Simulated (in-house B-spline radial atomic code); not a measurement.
## Ionising Ni III (Ni2+) with different functionals

Computed with a B-spline radial code for spherical atoms: scalar-relativistic (spin-free X2C) Hamiltonian, Fermi nucleus of rms radius 3.7757 fm, spin-polarised at highest spin, spherical fractional occupations for the functionals, and exact exchange of hybrids averaged over the configuration. The ionisation energy is the difference of two self-consistent energies, [Ar] 3d8 → [Ar] 3d7, without Breit or QED terms; ε is the level of the shell that loses the electron (its least bound occupied spin orbital).

```tsv
method	rung	ΔSCF (eV)	-ε(3d) (eV)
PBE0	global hybrid	35.41	29.71
B3LYP	global hybrid	?	?
TPSSh	global hybrid	?	?
BHandHLYP	global hybrid	34.94	32.26
r2SCAN0	global hybrid	35.15	29.52
B97-1	global hybrid	35.51	29.30
HSE06	range-separated hybrid	35.41	29.29
wB97X	range-separated hybrid	35.37	32.20
CAM-B3LYP	range-separated hybrid	35.71	31.43
LC-wPBE	range-separated hybrid	35.79	32.48
```

Question: What does TPSSh give?

Answer: ΔSCF 35.50 eV, and -ε(3d) = 28.00 eV.

Question: What does B3LYP give?

Answer: ΔSCF 35.74 eV, and -ε(3d) = 29.44 eV.

Question: Among the functionals, which spreads more, the ΔSCF values or the orbital energies?

Answer: The orbital energies: ΔSCF values span about 0.85 eV and the orbital energies 4.48 eV; here energy differences depend much less on the functional than eigenvalues do.

Question: How do they compare with the NIST value?

Answer: NIST lists 35.19 eV ± 0.019 (measured, ground level to ground level). Errors run from -0.24 to +0.60 eV; r2SCAN0 is closest (-0.04 eV), but part of that can be cancellation, since the calculations leave out spin-orbit coupling, Breit-QED terms, multiplet and fine-structure energies.
